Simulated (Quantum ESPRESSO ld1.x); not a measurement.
Mn+, configuration [Ar] 3d5 4p1 (not the ground configuration).

All-electron calculation, scalar-relativistic Kohn-Sham, LDA (Slater exchange, Perdew-Zunger correlation), spin-polarised, spherical densities, point nucleus; open shells are filled with parallel spins first. Program: ld1.x of Quantum ESPRESSO 7.5.

Energy parts (hartree):
part                      energy
total                 -1155.8608
kinetic                1168.1014
electron-nucleus      -2753.8291
Hartree                 479.6139
exchange-correlation    -49.7470

Orbitals (lengths in bohr, moments of r in powers of bohr; r(90%) holds 90 % of the orbital's charge):
orbital  occ.  eigenvalue (hartree)  r(90%)
1s up       1              -236.051   0.109
1s down     1              -236.049   0.109
2s up       1              -27.6214   0.435
2s down     1              -27.5395   0.434
2p up       3              -23.4815   0.406
2p down     3              -23.4176   0.405
3s up       1              -3.54480    1.28
3s down     1              -3.36371    1.29
3p up       3              -2.40786    1.40
3p down     3              -2.23051    1.41
3d up       5              -0.65370    2.01
3d down     0              -0.48851    2.14
4p up       1              -0.31620    5.01
4p down     0              -0.24143    5.67

The highest occupied level is 4p up at -8.604 eV. The configuration is held as typed, so some empty levels lie below it. Summed over all electrons, <r^2> = 29.74 bohr^2, which gives a Langevin (diamagnetic) susceptibility term of -23.6 x 10^-6 cm^3/mol. The density falls to 0.001 e/bohr^3 at r = 4.19 bohr.
